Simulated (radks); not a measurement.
Problem. Excited configurations of Mo+: one electron is placed in a higher orbital outside [Kr] 4d4. The ground configuration is [Kr] 4d5. Calculated with a radial shooting solver on a logarithmic mesh with Libxc functionals: scalar-relativistic Kohn-Sham, SCAN, spin-polarised, spherical densities, finite nucleus; open shells are filled with parallel spins first (spin-orbit coupling, left out, can overturn this in heavy ions); meta-GGA in the generalised Kohn-Sham scheme; Fermi nuclear charge, rms radius 4.4091 fm. Excitation = E - E(ground); binding = E(ion) - E, where the ion is the core of charge +2; n* = 2/sqrt(2 binding) in atomic units, and the quantum defect is n - n*.

outer orbital  excitation (eV)  binding (eV)     n*  quantum defect  eigenvalue (eV)  <r> (bohr)
4f                      13.177         3.503  3.941           0.059           -2.461       8.471
5s                       1.596        15.084  1.899           3.101          -12.130       3.042
6p                      11.723         4.957  3.313           2.687           -3.935       8.131
6d                      13.495         3.185  4.133           1.867           -2.469       11.75
7p                      13.731         2.950  4.295           2.705           -2.384       13.84
7d                      14.592         2.089  5.104           1.896           -1.672       18.64
7f                      15.454         1.227  6.660           0.340           -0.990       31.19

Estimate the row for 5f.

Solution. excitation (eV) 14.333; binding (eV) 2.347; n* 4.815; quantum defect 0.185; eigenvalue (eV) -1.783; <r> (bohr) 14.56. The Delta-SCF ionisation energy is 16.680 eV (NIST Atomic Spectra Database: 16.2 eV, semi-empirical). Self-interaction in the functional shifts the binding energies and quantum defects, so they are the method's values and not measured ones. Open shells are spherical and high-spin; term and fine-structure splittings are not resolved.
